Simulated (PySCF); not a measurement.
Gas-phase reaction: 2 HCl + 3 GeH2 = GeCl2 + 2 GeH4

Computed with PySCF and rigid-rotor harmonic-oscillator thermochemistry at 1 bar. † marks an energy on the PBE0/def2-TZVP geometry and frequencies; other levels use their own. CCSD(T) freezes the core. 6-31G* has spherical d functions here. All species are closed-shell singlets. B3LYP is the form with VWN-RPA correlation. Ge: all electrons, no relativistic terms. GeH2: computed as isolated molecules; such fragments, hydroxides, amides, oligomers or adducts are transient or little studied in the gas. CCSD(T) isn't extrapolated to the basis-set limit.

LDA/def2-TZVP† gives ΔH°(298 K) = -665 kJ.

What do B3LYP/6-31G*, CCSD(T)/def2-SVP†, HF/6-31G* give?

B3LYP/6-31G*: -563 kJ; CCSD(T)/def2-SVP†: -556 kJ; HF/6-31G*: -541 kJ. For scale, ΔH°(298 K) is -665 kJ at this level, -572 kJ at ωB97M-V/def2-TZVP†, and runs from -665 to -473 kJ over the 20 levels computed.
